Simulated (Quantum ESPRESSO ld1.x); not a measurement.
Q: The mean radii <r> (bohr) of the occupied orbitals of an atom or ion are listed with their occupations. All-electron calculation, scalar-relativistic Kohn-Sham, LDA (Slater exchange, Perdew-Zunger correlation), spin-unpolarised, spherical densities, point nucleus. Program: ld1.x of Quantum ESPRESSO 7.5.

| orbital | occ. | <r> |
|---|---|---|
| 1s | 2 | 0.03114 |
| 2s | 2 | 0.1350 |
| 2p | 6 | 0.1176 |
| 3s | 2 | 0.3662 |
| 3p | 6 | 0.3642 |
| 3d | 10 | 0.3398 |
| 4s | 2 | 0.8106 |
| 4p | 2 | 0.8437 |

Name the element and its charge.

A: Z = 47, silver, charge +15: Ag15+ in [Ar] 3d10 4s2 4p2. The 1s radius gives Z: for a bare nucleus <r> = (2 gamma + 1)/(2Z) with gamma = sqrt(1 - (Z/c)^2), 0.03062 bohr for Z = 47, and screening makes it slightly larger (0.03114 here). The occupations add up to 32, and the charge is Z minus that.
